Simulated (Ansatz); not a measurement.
Se(Me)(OSiH3) (CH6OSeSi), SMILES [SiH3]O[Se]C.

Coordinates come from a TPSSh-D3(BJ)/def2-SVP optimisation. This is a generated structure with no PubChem entry under its InChIKey; it may be hypothetical. The values are those of a single conformer.

Two levels are set side by side: PBE/def2-SVPD (Ansatz, a first-principles code) and PBE0/def2-SVPD (Ansatz). Energy differences of separate SCF runs at the same geometry; the states with an electron removed or added have multiplicity 2 and 2. Differences are taken from unrounded values.

```csv
quantity,PBE0,PBE,PBE minus PBE0
vertical ionisation energy (eV),8.65,8.49,-0.16
vertical singlet–triplet gap (eV),2.73,2.65,-0.08
```
